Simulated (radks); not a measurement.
N2+, configuration [He] 2s2 3p1 (not the ground configuration). All-electron calculation, scalar-relativistic Kohn-Sham, BLYP, spin-polarised, spherical densities, point nucleus; open shells are filled with parallel spins first. Program: a radial shooting solver on a logarithmic mesh with Libxc functionals.

Local quantities along the radius. ELF = 1/(1 + alpha^2) is the electron localisation function; alpha = (tau - tau_W)/tau_unif compares the Pauli kinetic energy density with that of the uniform gas (summed over spins); -r V(r) is the screened charge that the Kohn-Sham potential of spin up presents (atomic units). tau is taken from the large components.

| r (bohr) | ELF | alpha | -r V(r) |
|---|---|---|---|
| 0.01279 | 1.000 | 0.0002821 | 6.903 |
| 0.01613 | 1.000 | 0.0003037 | 6.867 |
| 0.02034 | 1.000 | 0.0003346 | 6.821 |
| 0.02565 | 1.000 | 0.0003801 | 6.762 |
| 0.03235 | 1.000 | 0.0004497 | 6.689 |
| 0.0408 | 1.000 | 0.0005609 | 6.597 |
| 0.05145 | 1.000 | 0.0007488 | 6.483 |
| 0.06489 | 1.000 | 0.001089 | 6.344 |
| 0.08183 | 1.000 | 0.001756 | 6.178 |
| 0.1032 | 1.000 | 0.003199 | 5.984 |
| 0.1301 | 1.000 | 0.006709 | 5.764 |
| 0.1628 | 1.000 | 0.01597 | 5.533 |
| 0.2053 | 0.998 | 0.04703 | 5.277 |
| 0.259 | 0.972 | 0.1704 | 5.007 |
| 0.3266 | 0.642 | 0.7472 | 4.727 |
| 0.4118 | 0.095 | 3.087 | 4.450 |
| 0.5194 | 0.039 | 4.938 | 4.156 |
| 0.655 | 0.257 | 1.699 | 3.941 |
| 0.826 | 0.894 | 0.3444 | 3.746 |
| 1.042 | 0.978 | 0.1501 | 3.485 |
| 1.314 | 0.856 | 0.4106 | 3.221 |
| 1.657 | 0.154 | 2.344 | 3.004 |
| 2.089 | 0.049 | 4.424 | 2.756 |
| 2.614 | 0.232 | 1.818 | 2.841 |
| 3.297 | 0.444 | 1.119 | 2.714 |
| 4.157 | 0.378 | 1.282 | 2.557 |
| 5.243 | 0.161 | 2.286 | 2.410 |
| 6.612 | 0.024 | 6.408 | 2.295 |
| 8.338 | 0.001 | 30.61 | 2.204 |

On this mesh the ELF has minima near r = 0.52, 2.1 bohr, which separate the shells, and maxima near 1.0 (0.98), 3.3 (0.44).

Self-consistent cycle (total energy in hartree, residual of the potential): 1: -51.843929, 9e-01; 2: -51.860279, 6e-01; 3: -51.872975, 2e-02; 4: -51.873018, 2e-03; 5: -51.873018, 4e-04; 6: -51.873018, 4e-05; 7: -51.873018, 3e-06; 8: -51.873018, 1e-06; 9: -51.873018, 8e-08; 10: -51.873018, 4e-08; 11: -51.873018, 2e-08; 12: -51.873018, 1e-09.
